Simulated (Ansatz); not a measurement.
## Strength of the Si–Si bond: GeSi3H10 → GeH3(SiH2) + SiH3(SiH2)

Species: GeSi3H10 `[SiH3][SiH2][SiH2][GeH3]`, singlet; GeH3(SiH2), doublet; SiH3(SiH2), doublet. 

Shapes, held fixed at every level: PBE0-D4/def2-TZVP. Flexible molecules stand in one conformer, not always the lowest. Programs: Ansatz 0.2.0. The zero-point and thermal change to 298 K, harmonic and unscaled (PBE0-D4/def2-TZVP), is -10.2 kJ/mol.

(1) Estimate ΔH(298 K) of this reaction.

Results:

(1) The highest level, CCSD(T)/def2-TZVPP, gives ΔH(298 K) = +303.1 kJ/mol; the levels span +282.4 to +337.4. The column of differences is taken from that level and isn't an error. No measured value is set beside it here. Open shells run unrestricted. Relativity is left out for Ge. Outer-core shells of Ge are correlated, in sets that cover them unevenly.

```json
{"level": "MP2/def2-TZVPP", "kind": "perturbation theory", "ΔH(298 K) (kJ/mol)": "+308.3", "less CCSD(T)/def2-TZVPP": "+5.2"}
{"level": "SPW92/def2-TZVPP", "kind": "LDA", "ΔH(298 K) (kJ/mol)": "+337.4", "less CCSD(T)/def2-TZVPP": "+34.3"}
{"level": "PBE0-D4/def2-TZVPP", "kind": "global hybrid", "ΔH(298 K) (kJ/mol)": "+302.1", "less CCSD(T)/def2-TZVPP": "-1.0"}
{"level": "wB97M-V/def2-TZVPP", "kind": "range-separated hybrid", "ΔH(298 K) (kJ/mol)": "+313.5", "less CCSD(T)/def2-TZVPP": "+10.4"}
{"level": "CCSD(T)/def2-SVP", "kind": "coupled cluster or CI", "ΔH(298 K) (kJ/mol)": "+288.8", "less CCSD(T)/def2-TZVPP": "-14.3"}
{"level": "CCSD/def2-SVP", "kind": "coupled cluster or CI", "ΔH(298 K) (kJ/mol)": "+282.4", "less CCSD(T)/def2-TZVPP": "-20.7"}
{"level": "CCSD/def2-TZVPP", "kind": "coupled cluster or CI", "ΔH(298 K) (kJ/mol)": "+294.5", "less CCSD(T)/def2-TZVPP": "-8.6"}
{"level": "CCSD(T)/def2-TZVPP", "kind": "coupled cluster or CI", "ΔH(298 K) (kJ/mol)": "+303.1", "less CCSD(T)/def2-TZVPP": "0.0"}
```
